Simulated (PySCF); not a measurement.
Ionisation energy of Kr²²⁺ by level of theory

Kr²²⁺ [Ne] 3s2 3p2 (3P) → Kr²³⁺ [Ne] 3s2 3p1 (2P), as a difference of total energies. Calculation: PySCF 2.14, in an uncontracted even-tempered set (17 s from 2.2 bohr⁻², ratio 2.5; 11 p from 2.9 bohr⁻², ratio 2.5; 5 d from 13 bohr⁻², ratio 2.7; 4 f from 20 bohr⁻², ratio 2.7); the non-relativistic Hamiltonian (point nucleus). Correlated levels: outer shells: 1s2 frozen; virtual orbitals above 40 to 60 times the deepest correlated orbital energy dropped. The calculations carry no spin-orbit coupling.

| method | ionisation energy (eV) |
| --- | --- |
| UHF | 986.31 |
| MP2 (outer shells) | 986.83 |
| SCS-MP2 (outer shells) | 986.64 |
| CCSD (outer shells) | 986.69 |
| CCSD(T) (outer shells) | 986.68 |

**Question.** How much does correlation contribute at CCSD(T) (outer shells)?

**Answer.** 986.68 − (986.31) = 0.37 eV, measured against UHF.

Spin-orbit coupling is strong in these open shells (close to jj coupling). The scalar numbers leave it out and a first-order estimate fails, so it can dominate the gap to the real levels.

The gap to the reference is mostly relativistic.

For comparison: 999 ± 2.4 eV (semi-empirical (NIST evaluation); NIST Atomic Spectra Database, ionization energies).
